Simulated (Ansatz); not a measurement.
CH₂BClS, SMILES `ClB1CS1`, relaxed with RKS PBE-D4/def2-SVP in Ansatz 0.2.0 from a rough embedded geometry. The force threshold is 0.03 eV/Å; the program also tests the step.

The species carries charge 0 and has multiplicity 1.

Start:

```xyz
6

Cl    0.735    1.857    1.653
B    -0.136    0.491    0.727
C     0.048   -0.506   -0.450
S    -1.551   -0.130   -0.522
H     0.224   -1.581   -0.107
H     0.680   -0.130   -1.301
```

| step | energy (eV) | largest force (eV/Å) | largest move (Å) |
| --- | --- | --- | --- |
| 1 | -25082.5102 | 5.402 | 0.000 |
| 2 | -25083.7567 | 2.791 | 0.182 |
| 3 | -25084.1466 | 1.715 | 0.198 |
| 4 | -25084.2378 | 0.509 | 0.080 |
| 5 | -25084.2390 | 0.456 | 0.068 |
| 6 | -25084.2547 | 0.085 | 0.050 |
| 7 | -25084.2549 | 0.054 | 0.010 |
| 8 | -25084.2553 | 0.003 | 0.007 |

End:

```xyz
6

Cl    0.510    1.714    1.719
B    -0.112    0.608    0.537
C     0.204   -0.532   -0.443
S    -1.590    0.122   -0.281
H     0.328   -1.575   -0.100
H     0.659   -0.337   -1.432
```

Hardware: 2 threads of an Intel Xeon Platinum 8375C on a shared host. Wall time 11 s, peak host memory 0.18 GiB.
